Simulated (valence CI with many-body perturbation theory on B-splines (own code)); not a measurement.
## How close is CI+MBPT for Cs6+?

Computed by valence CI with perturbative core correlation (CI+MBPT): three valence electrons over a frozen Dirac-Fock core [Kr] 4d10, radial functions for each j: 8 s, 8 p, 9 d, 9 f, 6 g, 3 h, 2 i, with the one-electron correlation potential Σ1 (screened to all orders), the two-electron term Σ2, the three-electron term Σ3, Breit, model QED; selected single and double excitations, second order for the rest, scaled by the run's own slope (own B-spline code, finite nucleus).

Against 48 measured levels this calculation errs by 286 cm⁻¹ on average and by 971 at most. These come from a selection out of Sansonetti, J. Phys. Chem. Ref. Data 38, 761 (2009). Levels without a partner in it may be off by more, other configurations by several thousand cm⁻¹. 2 measured levels below the end of the list, from 297071 cm⁻¹ on, found no clear computed partner, and computed levels of the same name lie up to 1606 cm⁻¹ from them.

Measured levels: Sansonetti, J. Phys. Chem. Ref. Data 38, 761 (2009). Pairs share parity and J, and are chosen by configuration, term and nearness in energy; levels without a clear partner are left out. Energies in cm⁻¹ above the measured ground level. The last column is blank where CI alone has no clear partner.

Names give the largest LS component (configuration and term), which can be under half, so a name can repeat, a term be missing and a line seem to break the LS rules; names also repeat where a configuration has a term twice. Letters in brackets count levels of one name in rising energy.

| Computed label | Label in the source | Measured | Computed | Difference | CI alone, difference |
| --- | --- | --- | --- | --- | --- |
| 5s2 5p 2P°_1/2 | 5s2 5p 2P° | 0 | 0.0 | 0 | 0 |
| 5s2 5p 2P°_3/2 | 5s2 5p 2P° | 19379.3 | 19388.1 | +9 | -751 |
| 5s 5p2 4P_1/2 | 5s(2S) 5p2(3P) 4P | 104226.1 | 103982.2 | -244 | -5962 |
| 5s 5p2 4P_3/2 | 5s(2S) 5p2(3P) 4P | 114254.6 | 113999.9 | -255 | -6696 |
| 5s 5p2 4P_5/2 | 5s(2S) 5p2(3P) 4P | 122261.7 | 122037.4 | -224 | -6506 |
| 5s 5p2 2D_3/2 | 5s(2S) 5p2(1D) 2D | 141168.7 | 141102.6 | -66 | -4059 |
| 5s 5p2 2D_5/2 | 5s(2S) 5p2(1D) 2D | 147182.9 | 147077.2 | -106 | -5056 |
| 5s 5p2 2P_1/2 | 5s(2S) 5p2(3P) 2P | 158091.9 | 158427.3 | +335 | +2829 |
| 4f 5s2 2F°_5/2 | 5s2 4f 2F° | 166537.8 | 166696.7 | +159 | +13524 |
| 4f 5s2 2F°_7/2 | 5s2 4f 2F° | 167297.3 | 167472.2 | +175 | +13283 |
| 5s 5p2 2S_1/2 | 5s(2S) 5p2 2S | 178190.6 | 178371.5 | +181 | +1184 |
| 5s 5p2 2P_3/2 | 5s(2S) 5p2(3P) 2P | 179340.4 | 179811.2 | +471 | +4689 |
| 5s2 5d 2D_3/2 | 5s2 5d 2D | 205995 | 206516.7 | +522 | +574 |
| 5s2 5d 2D_5/2 | 5s2 5d 2D | 208788.3 | 209356.2 | +568 | +389 |
| 4f 5s 5p 4F_3/2 | 5s 5p(3P) 4f 4F | 268167.3 | 267904.5 | -263 | +7259 |
| 4f 5s 5p 4F_5/2 | 5s 5p(3P) 4f 4F | 268650.9 | 268432.2 | -219 | +7266 |
| 4f 5s 5p 4F_9/2 | 5s 5p(3P) 4f 4G | 268883.8 | 268640.9 | -243 | +7347 |
| 4f 5s 5p 2F_7/2 [a] | 5s 5p(3P) 4f | 269023.6 | 268836.8 | -187 | +7638 |
| 5p3 2D°_5/2 | 5p3 2D° | 272401.8 | 272291.6 | -110 | -7549 |
| 5s2 6s 2S_1/2 | 5s2 6s 2S | 273349.6 | 274320.2 | +971 | -3989 |
| 4f 5s 5p 2F_5/2 [a] | 5s 5p(3P) 4f 2F | 274951.7 | 274831.2 | -121 | +7000 |
| 4f 5s 5p 2F_7/2 [b] | 5s 5p(3P) 4f 2F | 276973 | 276862.4 | -111 | +7200 |
| 4f 5s 5p 4D_7/2 | 5s 5p(3P) 4f | 284436.4 | 283901.2 | -535 | +7425 |
| 4f 5s 5p 4D_5/2 | 5s 5p(3P) 4f 4D | 286809.5 | 286608.2 | -201 | +8058 |
| 4f 5s 5p 2G_7/2 [a] | 5s 5p(3P) 4f 2G | 289471.3 | 289482.9 | +12 | +7296 |
| 5p3 2P°_1/2 | 5p3 2P° | 293210.4 | 293274.0 | +64 | -3383 |
| 4f 5s 5p 2D_5/2 [a] | 5s 5p(3P) 4f 2D | 295869.6 | 295947.9 | +78 | +8376 |
| 4f 5s 5p 2D_3/2 [a] | 5s 5p(3P) 4f 2D | 302199 | 302948.2 | +749 | +8380 |
| 5p3 2P°_3/2 | 5p3 2P° | 302523.1 | 302541.0 | +18 | -5289 |
| 5s 5p 5d 4P°_5/2 | 5s 5p(3P) 5d 4P° | 310692.9 | 310898.6 | +206 | -5993 |
| 5s 5p 5d 4D°_3/2 | 5s 5p(3P) 5d 4D° | 312206.2 | 312442.0 | +236 | -5703 |
| 5s 5p 5d 4D°_1/2 | 5s 5p(3P) 5d 4D° | 312626.3 | 312890.4 | +264 | -5426 |
| 4f 5s 5p 2F_5/2 [b] | 5s 5p(1P) 4f 2F | 313169.3 | 313297.8 | +128 | +14777 |
| 4f 5s 5p 2F_7/2 [c] | 5s 5p(1P) 4f 2F | 313849.3 | 313989.6 | +140 | +14662 |
| 4f 5s 5p 2G_9/2 [b] | 5s 5p(1P) 4f 2G | 317250.6 | 317790.9 | +540 | +12744 |
| 4f 5s 5p 2G_7/2 [b] | 5s 5p(1P) 4f 2G | 317727.6 | 318232.8 | +505 | +12808 |
| 5s2 6p 2P°_1/2 | 5s2 6p 2P° | 320849.1 | 321539.7 | +691 | -4635 |
| 5s 5p 5d 2F°_5/2 | 5s 5p(3P) 5d 2F° | 322850.8 | 323063.0 | +212 | -5160 |
| 4f 5s 5p 2D_3/2 [b] | 5s 5p(1P) 4f 2D | 323934.7 | 324517.1 | +582 | +14350 |
| 5s 5p 5d 2D°_3/2 | 5s 5p(3P) 5d 2D° | 324131 | 324413.7 | +283 |  |
| 5s 5p 5d 4D°_7/2 | 5s 5p(3P) 5d 4D° | 324723.1 | 324987.4 | +264 | -6323 |
| 4f 5s 5p 2D_5/2 [b] | 5s 5p(1P) 4f 2D | 325158.1 | 325751.1 | +593 | +14016 |
| 5s 5p 5d 4D°_5/2 | 5s 5p(3P) 5d 4D° | 326029.7 | 326234.0 | +204 | -6517 |
| 5s 5p 5d 4P°_1/2 | 5s 5p(3P) 5d 4P° | 326357.2 | 326461.2 | +104 | -7418 |
| 5s 5p 5d 4P°_3/2 | 5s 5p(3P) 5d 4P° | 326711.8 | 326937.5 | +226 |  |
| 5s2 6p 2P°_3/2 | 5s2 6p 2P° | 328058.7 | 328602.9 | +544 | -4843 |
| 5s 5p 5d 2D°_5/2 | 5s 5p(3P) 5d 2D° | 332410 | 332644.9 | +235 | -5589 |
| 5s 5p 5d 2F°_7/2 | 5s 5p(3P) 5d 2F° | 342601.4 | 342761.9 | +160 | -6848 |
| 5s 5p 5d 2P°_3/2 | 5s 5p(3P) 5d 2P° | 348210.8 | 348649.9 | +439 | -1033 |

Over 48 excited levels the mean absolute difference is 286 cm⁻¹, the median 225 and the largest 971. For the 46 levels that pair on every rung the mean is CI alone 6909, + Σ1 5385, + Σ2 1128, + Σ3 1086, + Breit 515, + QED 288. The comparison draws on a selection of the measured levels: 49 of the 62 computed ones have a partner in it, and others may be off by more.

These 2 measured levels below the end of the computed list are not counted above. Beside each stands the unpaired computed level of its name, or else the nearest of its J and parity; the gap is either an error of the method or a doubtful assignment.

```json
{"Label in the source": "5s 5p(3P) 5d 4F°", "J": "5/2", "Measured": "297071", "Unpaired level": "5s 5p 5d 4F°_5/2", "Computed": "298460"}
{"Label in the source": "5s 5p(3P) 5d 4F°", "J": "7/2", "Measured": "302859", "Unpaired level": "5s 5p 5d 4F°_7/2", "Computed": "304465"}
```
